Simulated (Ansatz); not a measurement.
System: GaF, charge 1, doublet. GaF+ (parent SMILES [F][Ga], doublet).
B3LYP-D3(BJ)/def2-TZVP minimum from Ansatz (a quantum-chemistry and plane-wave program):
```xyz
2

Ga     0.0000     0.0000    -0.3878
F      0.0000     0.0000     1.3358
```
Charge +1, spin multiplicity 2.

Total energies in cc-pVTZ, 9 correlated electrons, 15 frozen orbitals. Open shells are spin-unrestricted; no spin-orbit coupling. Cores are frozen in correlated methods (noble-gas shells, and filled d and f shells in the p block). No relativity. The spin of FGa+ (parent SMILES [F][Ga], doublet) was assumed, and the state is the lowest solution found for it.

```json
[
 {"method": "HF", "program": "Ansatz", "energy (Eh)": "-2022.48143", "minus CCSDT(Q) (mEh)": "296.77"},
 {"method": "MP2", "program": "Ansatz", "energy (Eh)": "-2022.76947", "minus CCSDT(Q) (mEh)": "8.73"},
 {"method": "CCSD", "program": "Ansatz", "energy (Eh)": "-2022.76758", "minus CCSDT(Q) (mEh)": "10.62"},
 {"method": "CCSD(T)", "program": "Ansatz", "energy (Eh)": "-2022.77746", "minus CCSDT(Q) (mEh)": "0.74"},
 {"method": "CCSDT(Q)", "program": "Ansatz", "energy (Eh)": "-2022.77820", "minus CCSDT(Q) (mEh)": "0.00"}
]
```

Rough core times of Ansatz's runs on a shared machine: CCSD(T) 20 s, CCSDT(Q) 2 min.
